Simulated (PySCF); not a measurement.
Static response to an electric field

Species: 3-ethylpentane, C7H16.
Structure used (PBE0-D3(BJ)/def2-SVP), in Å, numbered top down from 1:
```
atom  x, y, z in Å
C1     1.3046   -2.0465   -0.0145
C2     0.4627   -1.2231   -0.9793
C3    -0.0456    0.1191   -0.4349
C4     1.1083    1.0881   -0.1473
C5     0.6944    2.5481   -0.0338
C6    -0.9643   -0.0344    0.7823
C7    -2.2062   -0.8800    0.5448
H8     2.1979   -1.4983    0.3226
H9     0.7366   -2.3345    0.8838
H10    1.6525   -2.9757   -0.4905
H11   -0.3977   -1.8261   -1.3136
H12    1.0496   -1.0210   -1.8918
H13   -0.6525    0.5701   -1.2437
H14    1.8583    0.9916   -0.9514
H15    1.6235    0.7804    0.7793
H16    0.2024    2.8949   -0.9568
H17    1.5653    3.1978    0.1416
H18   -0.0083    2.7168    0.7965
H19   -0.3844   -0.4535    1.6234
H20   -1.2754    0.9691    1.1153
H21   -2.8685   -0.8707    1.4236
H22   -2.7878   -0.5033   -0.3123
H23   -1.9579   -1.9318    0.3358
```

Level: CAM-B3LYP/def2-SVPD (PySCF), static field, nuclei fixed, core orbitals frozen in the response. The polarisability tensor in these axes (au):

```
x   88.25  1.48 -2.76
y    1.48 92.86  0.55
z   -2.76  0.55 78.99
```

Task: Give the principal values, the mean and the anisotropy Δα = √{½[(α1 − α2)² + (α2 − α3)² + (α1 − α3)²]}.

Result: Principal values 78.17, 88.63 and 93.29 au; mean 86.70 au = 12.85 Å³ = 14.29 × 10⁻⁴⁰ C²·m²/J; Δα = 13.41 au (15 % of the mean).

Task: What is the dipole moment?

Result: 0.05 D at this geometry.

Task: Find the Langevin capture rate constant for NH4+ (18.034 u) meeting this molecule (100.125 u), k = 2.342 × 10⁻⁹ cm³/s × √(α in Å³ / reduced mass in u).

Result: The reduced mass is 15.28 u, so k = 2.15 × 10⁻⁹ cm³/s.

Task: What are the principal values of the traceless quadrupole moment, Θ = ½Σq(3rr − r²1), about the centre of nuclear charge?

Result: -0.64, -0.15, 0.79 D·Å. The electronic extent ⟨r²⟩ about the same centre is 1058 bohr², a root-mean-square distance of 2.26 Å for the 58 electrons.

Task: Refractivity n − 1 of an ideal gas of it at 298.15 K and 1 atm, from the electronic α?

Result: N = p/kT = 2.4615 × 10¹⁹ cm⁻³, so n − 1 = 2π × N × 12.85 × 10⁻²⁴ cm³ = 1987 × 10⁻⁶ at long wavelengths.

Task: Along which axes do the principal values lie, and how far do the nuclei extend along each?

Result: Largest value along (0.29, 0.96, -0.02), where the nuclei span 5.93 Å; middle along (0.92, -0.28, -0.28), 5.28 Å; least along (0.27, -0.06, 0.96), 2.95 Å. The response follows the extents in order.

Task: In TDDFT the mean static polarisability is Σ f/ω² over all singlet excitations (ω in hartree). How much of it do the 10 lowest give? Their energies (eV) and oscillator strengths: 8.52, 0.0004; 8.63, 0.0018; 8.75, 0.0107; 8.92, 0.0041; 8.98, 0.0070; 9.02, 0.0088; 9.07, 0.0057; 9.11, 0.0397; 9.16, 0.0328; 9.23, 0.0496.

Result: They add up to 1.44 au, 1.7 % of the 86.70 au; the largest single term is 0.43 au, from the state at 9.23 eV. Terms in order: 0.00, 0.02, 0.10, 0.04, 0.06, 0.08, 0.05, 0.35, 0.29, 0.43 au. Higher excitations give the rest. The strengths listed sum to 0.161.

One conformer (not necessarily the lowest) at the PBE0-D3(BJ)/def2-SVP geometry, without solvent, vibrations or thermal averaging.

The run behind these numbers computed excited states and ΔSCF ions as well. On Arm Neoverse V1, one thread (shared host), this took 8.9 min of wall time.
